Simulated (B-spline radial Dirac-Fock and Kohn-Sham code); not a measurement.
Method: ΔSCF Dirac-Fock with Breit, self-energy and vacuum polarisation, finite nucleus, configuration average. Computed with a B-spline atomic structure program. Free neutral atoms.

Q: Order these X-ray lines by photon energy, lowest first.
A. La Lη
B. Ti Kβ1
C. La Lβ3
D. Re Lα2
E. Ce Lβ4
F. Pr Lβ15

A: A (4523.1 eV), B (4931.3 eV), C (5144.6 eV), E (5278.9 eV), F (5845.4 eV), D (8585.4 eV).
